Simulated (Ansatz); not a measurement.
ClH4N2SV, SMILES `[NH2][V]([NH2])(=[S])[Cl]`, relaxed with RKS PBE-D4/def2-SVP in Ansatz 0.2.0 from a rough embedded geometry. The force threshold is 0.03 eV/Å; the program also tests the step.

Charge 0, multiplicity 1.

Start:

```xyz
9

N    -0.089   -1.686    0.430
V    -0.437    0.178   -0.157
N     1.344    1.156   -0.278
S    -1.346    0.232   -1.915
Cl   -1.851    1.240    1.378
H     0.480   -2.204   -0.283
H    -1.027   -2.212    0.453
H     1.789    1.086    0.681
H     1.137    2.210   -0.309
```

(1) By how much does the energy fall, and how many steps does the optimiser take? (Best estimate.)

(2) Which bonds change most? (Best estimate.)

(3) Give the relaxed structure. (An estimate is asked.)

## Answers

(1) The calculation gave: 1.38 eV, in 20 steps, 2 of them rejected.

(2) Ansatz gave: V2–N3 from 2.036 to 1.819 Å; N1–V2 from 1.985 to 1.819 Å; V2–Cl5 from 2.342 to 2.193 Å; N1–H7 from 1.076 to 1.024 Å.

(3) Ansatz gave: 
```xyz
9

N    -0.239   -1.544    0.152
V    -0.521    0.242   -0.053
N     1.048    1.159   -0.141
S    -1.500    0.518   -1.794
Cl   -1.655    0.970    1.676
H     0.343   -1.918    0.912
H    -0.593   -2.293   -0.450
H     1.763    1.081    0.592
H     1.353    1.782   -0.894
```
